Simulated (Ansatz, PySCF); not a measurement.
Reaction 3 R1 + R2 + R3 → 4 P1 + P2, each structure at its B3LYP-D3(BJ)/def2-TZVP stationary point, reached from a drawn start (curvature not checked).
P1, H2 (SMILES [H][H]) (charge 0, multiplicity 1):
```xyz
2

H      0.00000     0.00000     0.37199
H      0.00000     0.00000    -0.37199
```
R1: HCl (SMILES Cl), charge 0, multiplicity 1.
R2: HF (SMILES F), charge 0, multiplicity 1.
R3: SiH4 (SMILES [SiH4]), charge 0, multiplicity 1.
P2: Cl3FSi (SMILES F[Si](Cl)(Cl)Cl), charge 0, multiplicity 1.

P less R. No zero-point or thermal terms.

Cores are frozen in the correlated methods.

The values were computed with Ansatz (a quantum-chemistry and plane-wave program) with Gaussian orbitals; PySCF for the D3/D4 terms. All values are computed, each at the level named.

Total energies in hartree:

```
structure  PBE/def2-TZVPP  B3LYP-D3(BJ)/def2-TZVPP  CCSD(T)/cc-pV(Q+d)Z
---------  --------------  -----------------------  -------------------
P1              -1.166122                -1.180145            -1.173794
R1            -460.627412              -460.836834          -460.363836
R2            -100.393473              -100.492903          -100.373106
R3            -291.721620              -291.920350          -291.452235
P2           -1769.457690             -1770.333355         -1768.352670
```

Question: Work out the reaction energy at each level in eV (1 hartree = 27.21139 eV), and say how far PBE/def2-TZVPP lies from CCSD(T)/cc-pV(Q+d)Z.

Answer: 
- PBE/def2-TZVPP: 4 × (-1.166122) + (-1769.457690) − (-100.393473) − (-291.721620) − 3 × (-460.627412) = -0.124849 hartree = -3.397 eV
- B3LYP-D3(BJ)/def2-TZVPP: 4 × (-1.180145) + (-1770.333355) − (-100.492903) − (-291.920350) − 3 × (-460.836834) = -0.130180 hartree = -3.542 eV
- CCSD(T)/cc-pV(Q+d)Z: 4 × (-1.173794) + (-1768.352670) − (-100.373106) − (-291.452235) − 3 × (-460.363836) = -0.130997 hartree = -3.565 eV
PBE/def2-TZVPP less CCSD(T)/cc-pV(Q+d)Z: 0.168 eV. CCSD(T)/cc-pV(Q+d)Z is the level counted from, the highest shown, and no exact or measured value.
